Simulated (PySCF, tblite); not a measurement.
C8H11NO.
Atom-mapped SMILES: `[CH:1]#[C:2][CH2:3][C:4](=[O:5])[NH:6][C@H:7]([CH3:8])[CH:9]=[CH2:10]` (hydrogens: H11 on C1; H12, H13 on C3; H14 on N6; H15 on C7; H16, H17, H18 on C8; H19 on C9; H20, H21 on C10)

Computed geometry: GFN2-xTB, gas phase.

Q: Give the optimised bond lengths and angles.

A: 
```tsv
bond	length (bohr)	order
C1≡C2	2.263	triple
C2–C3	2.730	single
C3–C4	2.896	single
C4=O5	2.289	double
C4–N6	2.544	single
N6–C7	2.748	single
C7–C8	2.884	single
C7–C9	2.843	single
C9=C10	2.494	double
C1–H11	1.982	single
C3–H12	2.065	single
C3–H13	2.070	single
N6–H14	1.907	single
C7–H15	2.077	single
C8–H16, C8–H17, C8–H18	2.054	single
C9–H19	2.047	single
C10–H20	2.034	single
C10–H21	2.035	single
```

Bonds in one row agree within 0.02 bohr and their mean is given. Orders are formal, as drawn. A selection of angles:
```tsv
angle	degrees
C1–C2–C3	178.2
C2–C3–C4	113.4
C3–C4–O5	122.0
C3–C4–N6	114.0
O5–C4–N6	123.9
C4–N6–C7	123.3
N6–C7–C8	110.0
N6–C7–C9	108.7
C8–C7–C9	114.6
C7–C9–C10	126.7
H14–N6–C4	119.0
H14–N6–C7	117.5
```

Dihedral angles: C2–C3–C4–O5 -149° (anticlinal); C3–C4–N6–C7 180° (antiperiplanar); C4–N6–C7–C8 -117° (anticlinal); N6–C7–C9–C10 129° (anticlinal).

Of the pairs four or more bonds apart, C2···H14 is among the closest relative to their van der Waals radii: 2.34 Å, 81 % of the sum of Bondi's values. The C–N distances run from 1.346 Å (C4–N6, drawn single) to 1.454 Å (N6–C7, drawn single), a spread of 0.108 Å. The C–C distances run from 1.198 Å (C1≡C2, drawn triple) to 1.533 Å (C3–C4, drawn single), a spread of 0.335 Å. N6 (amide nitrogen) is planar (angles 123.3°, 119.0° and 117.5°, sum 359.8°, 0.03 Å off the plane of its three neighbours).

Point group: C1 (no symmetry element, even within 0.4 Å). Its GFN2-xTB frequencies are all real (lowest 25 cm⁻¹). One conformer, not necessarily the lowest. 2 starts were optimised and ended at 0.00 and 3.04 kcal/mol (GFN2-xTB); the lowest of these is shown.
